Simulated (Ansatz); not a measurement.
Ansatz (a first-principles code) input (PBE/6-311+G**): The .json file is the Basis Set Exchange's 6-311+G**.

Ansatz 0.2 input:
```yaml
crystal:
  periodic: [false, false, false]
  atoms:
    - {symbol: N, position_ang: [-1.66030000, -0.02978800, 0.04437000]}
    - {symbol: Si, position_ang: [0.18892700, 0.00339000, -0.00504900]}
    - {symbol: F, position_ang: [0.55801700, -1.21353300, -0.88981000]}
    - {symbol: F, position_ang: [0.60204700, -0.13546900, 1.48155100]}
    - {symbol: F, position_ang: [0.51826900, 1.37911300, -0.63659300]}
    - {symbol: H, position_ang: [-2.04200600, 0.74320600, 0.60118600]}
    - {symbol: H, position_ang: [-2.06945800, 0.04656500, -0.89372600]}
    - {symbol: H, position_ang: [-2.01640200, -0.89971100, 0.45630100]}
basis:
  gaussian:
    orbitals: 6-311+G__.json
hamiltonian:
  xc: {name: PBE}
total_charge: 1
output: {forces: true}
```

Output:

```
Functional definition: PBE
integrals: 0.07 GiB planned
1097 factors; their error is unknown
mean field: 0.41 GiB planned
mean field evaluation 1: about -17534.1413 eV, gradient 1.2e2 eV
mean field evaluation 2: about -17487.6879 eV, gradient 2.1e2 eV
mean field evaluation 4: about -17554.6214 eV, gradient 1.4e1 eV
mean field evaluation 8: about -17554.9335 eV, gradient 9.8e-2 eV
mean field -17554.93354909 eV, -645.1319087677 hartree, gradient 3.7e-5 eV, S^2 0.000000; 0 other end points of the search recorded, 0 dependent functions left out
the calculation of the forces begins
reference -17554.93360753 eV, -645.1319109153 hartree; 25, 25 occupied and 112, 112 virtual orbitals, 1097 factors
Total energy: -17554.93360753 eV, -645.1319109153 hartree
Atom 0 at    -1.660300    -0.029788     0.044370 Å, force     0.087933     0.001581    -0.002393 eV/Å
Atom 1 at     0.188927     0.003390    -0.005049 Å, force    -0.518793    -0.009286     0.013910 eV/Å
Atom 2 at     0.558017    -1.213533    -0.889810 Å, force     0.305837    -1.028057    -0.746933 eV/Å
Atom 3 at     0.602047    -0.135469     1.481551 Å, force     0.343053    -0.117240     1.255872 eV/Å
Atom 4 at     0.518269     1.379113    -0.636593 Å, force     0.272287     1.161838    -0.533575 eV/Å
Atom 5 at    -2.042006     0.743206     0.601186 Å, force    -0.163198     0.255054     0.185624 eV/Å
Atom 6 at    -2.069458     0.046565    -0.893726 Å, force    -0.172331     0.024976    -0.309566 eV/Å
Atom 7 at    -2.016402    -0.899711     0.456301 Å, force    -0.154787    -0.288866     0.137062 eV/Å
Dipole moment:    -1.443717    -0.025901     0.038582 e Å
```

The dipole moment of an ion depends on the origin.

The geometry given is a B3LYP-D3(BJ)/def2-TZVP minimum.
